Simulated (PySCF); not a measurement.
## How the method moves the HOMO and LUMO of `CSc1ccoc1`

Compound: C₅H₆OS.
Z-matrix (Å and degrees, PBE0-D3(BJ)/def2-SVP geometry), rows numbered from 1:
```
C 
S   1  1.7999
C   2  1.7473  1  100.47
C   3  1.4364  2  124.21  1   179.80
C   4  1.3614  3  105.79  2   179.95
O   5  1.3439  4  110.77  3     0.01
C   6  1.3535  5  107.62  4    -0.01
H   1  1.0981  2  106.59  3   179.97
H   1  1.1004  2  111.22  3    61.39
H   1  1.1003  2  111.22  3   -61.44
H   4  1.0875  3  127.07  2    -0.01
H   5  1.0870  4  132.82  3   180.00
H   7  1.0852  3  133.49  2     0.09
```

Basis pcSseg-1 throughout (PySCF), one geometry. The structure is a single PBE0-D3(BJ)/def2-SVP conformer in the gas phase; no vibrational or solvent corrections.

Task: How do the orbital energies, the gap and the dipole change with the method?

Result: 
| method | kind | HOMO (eV) | LUMO (eV) | gap (eV) | μ (D) | SCF cycles |
| --- | --- | --- | --- | --- | --- | --- |
| BLYP | GGA | -4.78 | -0.52 | 4.27 | 0.86 | 16 |
| B97-D | GGA | -4.92 | -0.59 | 4.33 | 0.90 | 15 |
| KT2 | GGA | -5.00 | -0.65 | 4.35 | 0.90 | 15 |
| B97-2 | global hybrid | -5.81 | 0.21 | 6.02 | 0.91 | 13 |
| B3LYP | global hybrid | -5.82 | 0.06 | 5.87 | 0.86 | 14 |
| PBE0 | global hybrid | -6.04 | 0.27 | 6.31 | 0.91 | 14 |
| BHandHLYP | global hybrid | -6.95 | 1.33 | 8.28 | 0.85 | 13 |

The HOMO spans 2.17 eV, from BLYP down to BHandHLYP, and the gap runs from 4.27 eV (BLYP) to 8.28 eV (BHandHLYP). Over the methods BLYP (0 %), B97-D (0 %), KT2 (0 %), B97-2 (21 %), B3LYP (20 %), PBE0 (25 %), BHandHLYP (50 %), a straight line through the gap against the share of exact exchange rises by 0.79 eV for each 10 % (correlation coefficient 1.000). The dipole ranges from 0.85 D (BHandHLYP) to 0.91 D (PBE0). This basis has no diffuse functions.

The vertical ΔSCF ionisation energy at wB97X-D/def2-SVPD is 8.05 eV; −ε(HOMO) comes closest to it with BHandHLYP (6.95 eV).
